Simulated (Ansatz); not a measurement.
Computed with B3LYP-D3(BJ)/def2-TZVP run with Ansatz (a quantum-chemistry and plane-wave program). No frequencies were computed at this level.

Ansatz 0.2 input:
```yaml
crystal:
  periodic: [false, false, false]
  atoms:
    - { symbol: N, position_ang: [-0.7973, -1.522249, 0.240561] }
    - { symbol: Si, position_ang: [-0.000003, -0.000005, -0.000004] }
    - { symbol: N, position_ang: [-0.836348, 1.034165, -1.114368] }
    - { symbol: N, position_ang: [0.069417, 0.650995, 1.60691] }
    - { symbol: N, position_ang: [1.56422, -0.162934, -0.733114] }
    - { symbol: H, position_ang: [-1.59866, -1.517469, 0.850257] }
    - { symbol: H, position_ang: [-1.02083, -2.046675, -0.589827] }
    - { symbol: H, position_ang: [-0.323311, 1.828321, -1.460832] }
    - { symbol: H, position_ang: [-1.758375, 1.333856, -0.841275] }
    - { symbol: H, position_ang: [0.342933, 0.014221, 2.337414] }
    - { symbol: H, position_ang: [0.575963, 1.514395, 1.718614] }
    - { symbol: H, position_ang: [2.203106, -0.801537, -0.287536] }
    - { symbol: H, position_ang: [1.579188, -0.325084, -1.726799] }
basis:
  gaussian: { orbitals: def2-tzvp }
hamiltonian:
  xc: b3lyp
  dispersion: d3bj
relax:
  max_steps: 150
```

Output:

```
Functional definition: B3LYP
1233 factors; their error is unknown
mean field evaluation 1: about -13951.0730 eV, gradient 1.2e2 eV
mean field evaluation 2: about -13921.9810 eV, gradient 1.6e2 eV
mean field evaluation 4: about -13975.3896 eV, gradient 4.3e0 eV
mean field evaluation 8: about -13975.4367 eV, gradient 5.1e-2 eV
mean field evaluation 16: about -13975.4596 eV, gradient 4.7e-5 eV
mean field -13975.45962304 eV, -513.5886682398 hartree, gradient 4.7e-5 eV, S^2 0.000000; 0 other end points of the search recorded, 0 dependent functions left out
reference -13975.45989554 eV, -513.5886782541 hartree; 25, 25 occupied and 184, 184 virtual orbitals, 1233 factors
relax step   1: F+E_penalty+E_count = -13975.94378175 eV  Δ(F+E_penalty+E_count) = +0.000e0 eV  max|allowed force component| = 3.606e-1 eV/Å  Δτ_max = 0.0000 Å  (27 SCF iters, accepted)
these checks for a lower state are left out or cut short: starts, cluster_reference, orbital_swaps, neighbouring_geometries, increment
1233 factors; their error is unknown
mean field -13975.47888578 eV, -513.5893761327 hartree, gradient 1.7e-5 eV, S^2 0.000000; 0 other end points of the search recorded, 0 dependent functions left out
reference -13975.47915869 eV, -513.5893861619 hartree; 25, 25 occupied and 184, 184 virtual orbitals, 1233 factors
relax step   2: F+E_penalty+E_count = -13975.96262136 eV  Δ(F+E_penalty+E_count) = -1.884e-2 eV  max|allowed force component| = 2.123e-1 eV/Å  Δτ_max = 0.0211 Å  (29 SCF iters, accepted)
these checks for a lower state are left out or cut short: starts, cluster_reference, orbital_swaps, neighbouring_geometries, increment
1233 factors; their error is unknown
mean field -13975.50419448 eV, -513.5903062102 hartree, gradient 1.9e-5 eV, S^2 0.000000; 0 other end points of the search recorded, 0 dependent functions left out
reference -13975.50446572 eV, -513.5903161780 hartree; 25, 25 occupied and 184, 184 virtual orbitals, 1233 factors
relax step   3: F+E_penalty+E_count = -13975.98656886 eV  Δ(F+E_penalty+E_count) = -2.395e-2 eV  max|allowed force component| = 3.951e-1 eV/Å  Δτ_max = 0.0707 Å  (28 SCF iters, accepted)
these checks for a lower state are left out or cut short: starts, cluster_reference, orbital_swaps, neighbouring_geometries, increment
1233 factors; their error is unknown
mean field evaluation 32: about -13975.2131 eV, gradient 9.9e0 eV
mean field -13975.50425799 eV, -513.5903085442 hartree, gradient 2.6e-5 eV, S^2 0.000000; 0 other end points of the search recorded, 0 dependent functions left out
reference -13975.50452801 eV, -513.5903184671 hartree; 25, 25 occupied and 184, 184 virtual orbitals, 1233 factors
relax step   4: F+E_penalty+E_count = -13975.98628162 eV  Δ(F+E_penalty+E_count) = +2.872e-4 eV  max|allowed force component| = 4.641e-1 eV/Å  Δτ_max = 0.0708 Å  (27 SCF iters, rejected (line search))
these checks for a lower state are left out or cut short: starts, cluster_reference, orbital_swaps, neighbouring_geometries, increment
1233 factors; their error is unknown
mean field -13975.52191882 eV, -513.5909575676 hartree, gradient 1.6e-5 eV, S^2 0.000000; 0 other end points of the search recorded, 0 dependent functions left out
reference -13975.52218911 eV, -513.5909675007 hartree; 25, 25 occupied and 184, 184 virtual orbitals, 1233 factors
relax step   5: F+E_penalty+E_count = -13976.00362432 eV  Δ(F+E_penalty+E_count) = -1.706e-2 eV  max|allowed force component| = 2.160e-2 eV/Å  Δτ_max = 0.0354 Å  (29 SCF iters, accepted)
these checks for a lower state are left out or cut short: starts, cluster_reference, orbital_swaps, neighbouring_geometries, increment
1233 factors; their error is unknown
mean field -13975.52284405 eV, -513.5909915692 hartree, gradient 1.6e-5 eV, S^2 0.000000; 0 other end points of the search recorded, 0 dependent functions left out
reference -13975.52311406 eV, -513.5910014920 hartree; 25, 25 occupied and 184, 184 virtual orbitals, 1233 factors
relax step   6: F+E_penalty+E_count = -13976.00396719 eV  Δ(F+E_penalty+E_count) = -3.429e-4 eV  max|allowed force component| = 1.722e-2 eV/Å  Δτ_max = 0.0106 Å  (30 SCF iters, accepted)
these checks for a lower state are left out or cut short: starts, cluster_reference, orbital_swaps, neighbouring_geometries, increment
1233 factors; their error is unknown
mean field -13975.52268674 eV, -513.5909857881 hartree, gradient 1.6e-5 eV, S^2 0.000000; 0 other end points of the search recorded, 0 dependent functions left out
reference -13975.52295653 eV, -513.5909957029 hartree; 25, 25 occupied and 184, 184 virtual orbitals, 1233 factors
relax step   7: F+E_penalty+E_count = -13976.00404409 eV  Δ(F+E_penalty+E_count) = -7.689e-5 eV  max|allowed force component| = 4.007e-3 eV/Å  Δτ_max = 0.0061 Å  (30 SCF iters, accepted)
1233 factors; their error is unknown
mean field evaluation 64: about -13975.5227 eV, gradient 4.8e-3 eV
mean field -13975.52268674 eV, -513.5909857881 hartree, gradient 1.6e-5 eV, S^2 0.000000; 1 other end points of the search recorded, 0 dependent functions left out
reference -13975.52295653 eV, -513.5909957029 hartree; 25, 25 occupied and 184, 184 virtual orbitals, 1233 factors
Total energy: -13976.00431388 eV, -513.6086852592 hartree
Atom 0 at    -0.878298    -1.460685     0.228495 Å, force    -0.001618    -0.002961     0.002363 eV/Å
Atom 1 at     0.000011     0.000015    -0.000033 Å, force    -0.000019    -0.000056     0.000088 eV/Å
Atom 2 at    -0.791525     1.103828    -1.054665 Å, force    -0.000027     0.002301    -0.003586 eV/Å
Atom 3 at     0.155702     0.595741     1.605634 Å, force    -0.000917    -0.000037     0.004007 eV/Å
Atom 4 at     1.514132    -0.238870    -0.779491 Å, force     0.002681     0.000896    -0.003183 eV/Å
Atom 5 at    -1.689072    -1.480067     0.826668 Å, force     0.000176    -0.001668    -0.002352 eV/Å
Atom 6 at    -0.951239    -2.136054    -0.515162 Å, force    -0.001148     0.000383     0.000397 eV/Å
Atom 7 at    -0.303114     1.911324    -1.408121 Å, force    -0.002412     0.000105     0.000623 eV/Å
Atom 8 at    -1.779232     1.279202    -0.964654 Å, force    -0.000301     0.001380     0.000186 eV/Å
Atom 9 at     0.436424    -0.019350     2.352896 Å, force     0.000758     0.002772    -0.000026 eV/Å
Atom 10 at     0.455370     1.542526     1.773754 Å, force     0.000774    -0.000820     0.000584 eV/Å
Atom 11 at     2.275086    -0.685654    -0.293944 Å, force     0.000519    -0.001153    -0.000680 eV/Å
Atom 12 at     1.555753    -0.411956    -1.771376 Å, force     0.001534    -0.001143     0.001579 eV/Å
Dipole moment:     0.000024     0.000034    -0.000072 e Å
```

Cost: about 40 core-seconds (a rough figure).
